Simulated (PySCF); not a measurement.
# Two-photon absorption: SMILES COc1ccc(Cc2ccccc2)cc1, C$_{14}$H$_{14}$O

Molfile (atoms numbered from 1):
```
C14H14O
     RDKit          3D

 29 30  0  0  0  0  0  0  0  0999 V2000
    4.6346   -0.3286    1.3616 C   0  0  0  0  0  0  0  0  0  0  0  0
    3.9124   -1.2447    0.5772 O   0  0  0  0  0  0  0  0  0  0  0  0
    2.7234   -0.8458    0.0397 C   0  0  0  0  0  0  0  0  0  0  0  0
    2.1534    0.4111    0.2053 C   0  0  0  0  0  0  0  0  0  0  0  0
    0.9388    0.7011   -0.3911 C   0  0  0  0  0  0  0  0  0  0  0  0
    0.2689   -0.2376   -1.1615 C   0  0  0  0  0  0  0  0  0  0  0  0
   -1.0642    0.1003   -1.7772 C   0  0  0  0  0  0  0  0  0  0  0  0
   -2.0812    0.3644   -0.6978 C   0  0  0  0  0  0  0  0  0  0  0  0
   -2.6697    1.6119   -0.5486 C   0  0  0  0  0  0  0  0  0  0  0  0
   -3.5839    1.8436    0.4652 C   0  0  0  0  0  0  0  0  0  0  0  0
   -3.9177    0.8288    1.3439 C   0  0  0  0  0  0  0  0  0  0  0  0
   -3.3336   -0.4194    1.2038 C   0  0  0  0  0  0  0  0  0  0  0  0
   -2.4216   -0.6486    0.1911 C   0  0  0  0  0  0  0  0  0  0  0  0
    0.8443   -1.4924   -1.3189 C   0  0  0  0  0  0  0  0  0  0  0  0
    2.0542   -1.7959   -0.7308 C   0  0  0  0  0  0  0  0  0  0  0  0
    5.5316   -0.8566    1.6821 H   0  0  0  0  0  0  0  0  0  0  0  0
    4.0656   -0.0164    2.2436 H   0  0  0  0  0  0  0  0  0  0  0  0
    4.9239    0.5561    0.7845 H   0  0  0  0  0  0  0  0  0  0  0  0
    2.6418    1.1708    0.7951 H   0  0  0  0  0  0  0  0  0  0  0  0
    0.5038    1.6802   -0.2501 H   0  0  0  0  0  0  0  0  0  0  0  0
   -1.3987   -0.7320   -2.4010 H   0  0  0  0  0  0  0  0  0  0  0  0
   -0.9657    0.9842   -2.4119 H   0  0  0  0  0  0  0  0  0  0  0  0
   -2.4136    2.4105   -1.2314 H   0  0  0  0  0  0  0  0  0  0  0  0
   -4.0350    2.8198    0.5699 H   0  0  0  0  0  0  0  0  0  0  0  0
   -4.6289    1.0090    2.1364 H   0  0  0  0  0  0  0  0  0  0  0  0
   -3.5891   -1.2151    1.8882 H   0  0  0  0  0  0  0  0  0  0  0  0
   -1.9609   -1.6207    0.0865 H   0  0  0  0  0  0  0  0  0  0  0  0
    0.3416   -2.2423   -1.9135 H   0  0  0  0  0  0  0  0  0  0  0  0
    2.5055   -2.7680   -0.8528 H   0  0  0  0  0  0  0  0  0  0  0  0
  1  2  1  0
  2  3  1  0
  3  4  1  0
  4  5  2  0
  5  6  1  0
  6  7  1  0
  7  8  1  0
  8  9  2  0
  9 10  1  0
 10 11  2  0
 11 12  1  0
 12 13  2  0
  6 14  2  0
 14 15  1  0
 15  3  2  0
 13  8  1  0
  1 16  1  0
  1 17  1  0
  1 18  1  0
  4 19  1  0
  5 20  1  0
  7 21  1  0
  7 22  1  0
  9 23  1  0
 10 24  1  0
 11 25  1  0
 12 26  1  0
 13 27  1  0
 14 28  1  0
 15 29  1  0
M  END
```

The calculation used TDDFT PBE0/def2-SVPD excited states, vertical, gas phase in PySCF 2.14.0. Geometry: GFN2-xTB.

(1) How strongly do the lowest singlets absorb one photon, and two photons of half the energy?

## Answers

(1) δ for parallel linear polarisation; σ at the peak of a Lorentzian of half width 0.1 eV, single beam; Ω is circular over linear.
| state | E (eV) | f | photon λ (nm) | δ (au) | σ (GM) | Ω | main |
| --- | --- | --- | --- | --- | --- | --- | --- |
| S1 | 4.95 | 0.037 | 500 | 21.1 | 0.19 | 1.04 | HOMO→LUMO 0.81 |
| S2 | 5.19 | 0.020 | 478 | 120 | 1.19 | 0.70 | HOMO→LUMO+1 0.80 |
| S3 | 5.28 | 0.122 | 469 | 569 | 5.82 | 0.63 | HOMO→LUMO+2 0.86 |
| S4 | 5.58 | 0.058 | 444 | 250 | 2.85 | 0.65 | HOMO−1→LUMO+1 0.45, HOMO−2→LUMO+2 0.16 |
| S5 | 5.81 | 0.028 | 427 | 367 | 4.54 | 0.75 | HOMO→LUMO+3 0.65, HOMO−1→LUMO+2 0.10 |

Among these, the strongest one-photon state is S3, the strongest two-photon state S3, with a dipole change of 10.5 D (relaxed, norm of the difference vector).
